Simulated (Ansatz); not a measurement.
C2H8BGeN, relaxed with RKS PBE0-D4/def2-TZVP in Ansatz 0.2.0 from a PBE-D4/def2-SVP geometry. The force threshold is 0.005 eV/Å; the program also tests the step.

Total charge 0; spin multiplicity 1. The bonds changed during the relaxation, so this is another structure than the one it started from.

Start:

```xyz
13

C     1.314    1.037    0.014
C     0.165    0.078   -0.019
N    -1.168    0.484    0.523
B    -1.104   -0.261   -0.885
Ge   -0.166   -1.903   -0.126
H     2.105    0.687   -0.678
H     1.778    1.132    1.021
H     1.019    2.058   -0.326
H    -1.521    0.095    1.413
H    -1.374    1.490    0.452
H    -1.694    0.152   -1.858
H    -0.408   -2.506    1.295
H     1.055   -2.543   -0.825
```

| step | energy (eV) | largest force (eV/Å) | largest move (Å) |
| --- | --- | --- | --- |
| 1 | -60876.6968 | 0.571 | 0.000 |
| 2 | -60876.7435 | 0.185 | 0.026 |
| 3 | -60876.7495 | 0.035 | 0.019 |
| 4 | -60876.7498 | 0.028 | 0.007 |
| 5 (rejected) | -60876.7495 | 0.099 | 0.017 |
| 6 | -60876.7500 | 0.011 | 0.008 |
| 7 | -60876.7500 | 0.004 | 0.004 |

End:

```xyz
13

C     1.301    1.043    0.012
C     0.173    0.074   -0.021
N    -1.152    0.480    0.520
B    -1.091   -0.262   -0.875
Ge   -0.149   -1.877   -0.110
H     2.096    0.694   -0.649
H     1.732    1.159    1.012
H     0.997    2.036   -0.348
H    -1.490    0.087    1.393
H    -1.343    1.473    0.459
H    -1.660    0.156   -1.832
H    -0.422   -2.502    1.278
H     1.009   -2.560   -0.840
```

It took 61 s on 2 threads of an AMD EPYC 7R13 on a shared host and a share of an NVIDIA H100 80 GB, with 1.3 GiB of host memory at the peak.
